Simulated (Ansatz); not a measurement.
Total energies of the cluster Mg4H3 (the lowest doublet isomer of a short search) from Ansatz at r2SCAN-D4/def2-TZVP, gas phase (1 Eh = 27.2114 eV = 2625.5 kJ/mol). The reference geometry is relaxed at r2SCAN-D4/def2-TZVP.

```
atom   x (Å)   y (Å)   z (Å)
 Mg1   0.525  -0.152   1.709
 Mg2  -0.681  -0.345  -1.624
 Mg3   1.894   1.159  -0.753
 Mg4  -0.916   2.142   0.207
  H5   0.808  -0.829   3.259
  H6  -0.202  -0.786   0.119
  H7  -1.428  -1.189  -2.918
```

| state | geometry | energy (Eh) |
| --- | --- | --- |
| charge 0 doublet | reference | -801.94153 |
| charge 1 singlet | reference | -801.70501 |
| charge 0 quartet | relaxed at r2SCAN-D4/def2-TZVP | -801.91479 |
| free Mg atom (singlet) | – | -200.03322 |
| free H atom (doublet) | – | -0.49993 |

(1) Work out the vertical ionisation energy to the singlet.

(2) Which of the charge 0 states is lowest, and how far above it are the others?

(3) What is the binding energy per atom against free atoms?

(1) E(charge 1 singlet) − E(charge 0 doublet) = -801.70501 − (-801.94153) = 0.23652 Eh = 6.44 eV. For comparison, −ε of the highest occupied level of the spin that leaves is 4.45 eV at this level, 1.99 eV less.

(2) The doublet. quartet: -801.91479 − (-801.94153) = 0.02674 Eh = 70.2 kJ/mol.

(3) Atoms: 4 × (-200.03322) + 3 × (-0.49993) = -801.63267 Eh. Binding: -801.63267 − (-801.94153) = 0.30886 Eh = 8.40 eV, or 1.20 eV for each of 7 atoms (no zero-point energy, no counterpoise term).

The structure comes from a short search, and lower isomers may exist.
